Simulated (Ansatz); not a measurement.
Coupled-cluster run, `OCBBCl`.

```yaml
crystal:
  periodic: [false, false, false]
  atoms:
    - {symbol: O, position_ang: [-1.295595, 0.604976, -0.228672]}
    - {symbol: C, position_ang: [-0.662399, -0.523500, -0.954447]}
    - {symbol: B, position_ang: [0.382429, 0.478400, -0.362871]}
    - {symbol: B, position_ang: [1.071964, 0.052600, 1.096604]}
    - {symbol: Cl, position_ang: [2.794679, -0.226005, 1.249439]}
    - {symbol: H, position_ang: [-1.551345, 0.310183, 0.653387]}
    - {symbol: H, position_ang: [-0.901200, -1.477355, -0.491613]}
    - {symbol: H, position_ang: [-0.970005, -0.471499, -1.993419]}
    - {symbol: H, position_ang: [0.763247, 1.360009, -1.074343]}
    - {symbol: H, position_ang: [0.451326, -0.158910, 2.108836]}
basis:
  gaussian: {orbitals: def2-TZVPP}
correlation: {method: ccsd_t}
```

```sh
$ ansatz run in.yaml --threads 4 --pin off --events-out ev --progress --plain --max-ram 10444MiB
```

Output of Ansatz, abridged:

```
Functional definition: HF
1411 factors; integrals over basis functions are off by at most 9.4e-4 eV
mean field evaluation 1: about -16992.6796 eV, gradient 2.9e1 eV
mean field evaluation 2: about -16992.9282 eV, gradient 2.9e1 eV
mean field evaluation 4: about -16995.3816 eV, gradient 4.7e0 eV
mean field evaluation 8: about -16995.4387 eV, gradient 2.6e-1 eV
mean field -16995.43916978 eV, -624.5708695669 hartree, gradient 2.8e-6 eV, S^2 0.000000; 0 other end points of the search recorded, 0 dependent functions left out
9 core orbitals not correlated: weight in the atoms' cores, before any rotation towards them, 1.000 or more for the frozen orbitals, at most 0.000 for the correlated occupied ones
reference -16995.43916978 eV, -624.5708695669 hartree; 14, 14 occupied and 213, 213 virtual orbitals, 1411 factors
second order -21.95861019 eV of doubles, -0.00000000 eV of singles
cycle   1  -22.59316452 eV  change   -6.3e-1 eV  update   1.0e-1
cycle   2  -23.13543477 eV  change   -5.4e-1 eV  update   3.0e-2
cycle   3  -23.25912931 eV  change   -1.2e-1 eV  update   1.7e-2
cycle   4  -23.24618993 eV  change    1.3e-2 eV  update   4.7e-3
cycle   5  -23.24467029 eV  change    1.5e-3 eV  update   2.4e-3
cycle   6  -23.24537382 eV  change   -7.0e-4 eV  update   7.4e-4
cycle   7  -23.24496621 eV  change    4.1e-4 eV  update   2.8e-4
cycle   8  -23.24491054 eV  change    5.6e-5 eV  update   7.7e-5
cycle   9  -23.24493368 eV  change   -2.3e-5 eV  update   3.0e-5
perturbative correction -0.96020894 eV, -0.0352870275 hartree
Total energy: -17019.64431239 eV, -625.4603921512 hartree
```

It took 67 s on 4 threads of an AMD EPYC 7R43 on a shared host, with 4.4 GiB of host memory at the peak.

MP2 recovers 90.7 % of the CCSD(T) correlation energy and the triples give 4.0 %; T1 = 0.0131.
